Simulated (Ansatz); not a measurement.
A calculation with Ansatz (development build ahead of 0.2.0).

```yaml
crystal:
  periodic: [false, false, false]
  atoms:
    - { symbol: Mn, position_ang: [0.0, 0.0, 0.0] }
    - { symbol: Ru, position_ang: [0.0, 0.0, 2.44] }
basis:
  gaussian: { orbitals: def2-TZVPP }
magnetization:
  spin_polarized: true
  initial_magnetization: 1
hamiltonian:
  xc: r2scan
```

The input is written out in the form of the current development build from the run's settings. The basis set brings a core potential for Ru, so the total leaves out those core electrons.

The run gave:

```json
{"Converged": "yes", "Total energy": "-1245.83197 hartree", "Spin squared of the determinant": "4.523", "Stability test": "minimum"}
```

Caution: another spin multiplicity may lie lower; the unrestricted determinant is a mixture of spin states.
